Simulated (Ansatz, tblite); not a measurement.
Species of one formula, In$_{20}$⁺ (doublet), each relaxed with PBE-D4/def2-SVP, loosely relaxed in Ansatz.

In the def2 sets In takes a core potential; there is no spin–orbit coupling. The xTB rows come from tblite. B3LYP takes the VWN-RPA correlation. Single mean-field runs in def2-SVP, def2-TZVP are fitted with def2-universal-jkfit.

Run but left out: HF/def2-SVP, MP2/def2-SVP (A: ⟨S²⟩ 1.73, where a pure state has 0.75).

A: The geometry of the charge 1 doublet is only loosely relaxed.

Other spin states weren't relaxed.

A:

```xyz
20

In    3.210   -0.582    2.713
In    2.957   -0.281   -0.426
In    2.995   -3.454    1.885
In    0.456   -1.909    1.072
In    1.263   -5.661    0.505
In    3.366    2.413    1.596
In    0.799    1.690   -0.908
In    0.503    0.956    2.171
In    0.283   -1.039   -2.194
In    2.678   -3.045   -1.357
In    0.719    3.988    1.100
In   -2.198    2.782    0.880
In   -1.776   -0.099    0.408
In   -2.905   -1.515   -2.174
In   -0.436   -3.821   -1.348
In   -1.638    6.099    0.567
In   -1.156    4.163   -1.890
In   -1.707    1.343   -2.618
In   -4.561    1.153   -0.688
In   -2.850   -3.180    0.705
```

B:

```xyz
20

In   -2.329    1.134    4.758
In   -2.774   -0.262    1.794
In   -3.376   -1.376   -0.928
In   -3.307   -2.511   -3.902
In   -0.798   -1.787    3.975
In   -0.712   -2.247    0.735
In   -0.478   -1.482   -2.251
In    1.879   -1.747    2.255
In    1.902   -2.829   -0.892
In    4.290   -3.628    1.205
In   -2.203    2.984    1.989
In   -1.718    1.300   -0.653
In   -2.616    0.667   -3.548
In    0.212    0.940    2.370
In    1.348    0.203   -0.228
In    4.332   -0.658    0.021
In    0.473    3.249    0.187
In    0.452    1.569   -2.870
In    3.467    1.933   -1.588
In    1.956    4.550   -2.429
```

Problem. Estimate which lies lowest at each level, and how far above it the others are (kcal/mol).

Solution. 
| level | A | B |
| --- | --- | --- |
| GFN1-xTB | 0.0 | 0.5 |
| PBE-D4/def2-SVP | 0.0 | 14.1 |
| PBE-D4/def2-TZVP | 0.0 | 14.7 |
| r2SCAN-D4/def2-TZVP | 0.0 | 14.3 |
| B3LYP-D4/def2-TZVP | 0.0 | 12.2 |
| PBE0-D4/def2-SVP | 0.0 | 13.7 |
| PBE0-D4/def2-TZVP | 0.0 | 14.4 |
Point groups (tolerance 0.1 Å): A not assigned, B not assigned.
